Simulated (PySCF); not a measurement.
Hf⁶⁰⁺: ionisation energy

Hf⁶⁰⁺ [Ne] 3s2 → Hf⁶¹⁺ [Ne] 3s1 [3s1/2^1, M_J = 1/2], as a difference of total energies. All numbers are calculated (PySCF 2.14, the two-component X2C-1e Hamiltonian, in an uncontracted even-tempered set (18 s from 19 bohr⁻², ratio 2.4; 14 p from 24 bohr⁻², ratio 2.4; 4 d from 79 bohr⁻², ratio 2.6; 4 f from 120 bohr⁻², ratio 2.6)). Correlated levels: 1s2 frozen; the 54 highest virtual spinors dropped. "Screened" scales the spin-orbit matrix elements by Boettger's factors to mimic the two-electron term; Breit and QED terms are absent.

```tsv
method	ionisation energy (eV)
GHF (spin-free)	6550.9
GMP2 (spin-free)	6554.3
GHF (screened spin-orbit)	6550.3
GMP2 (screened spin-orbit)	6554.1
```

Problem. How much does correlation contribute at GMP2 (screened spin-orbit)?

Solution. 6554.1 − (6550.3) = 3.8 eV, measured against GHF (screened spin-orbit).

Breit and QED terms and the two-electron picture change are absent.

For comparison: 6545 ± 10 eV (theoretical estimate listed by NIST; NIST Atomic Spectra Database, ionization energies).
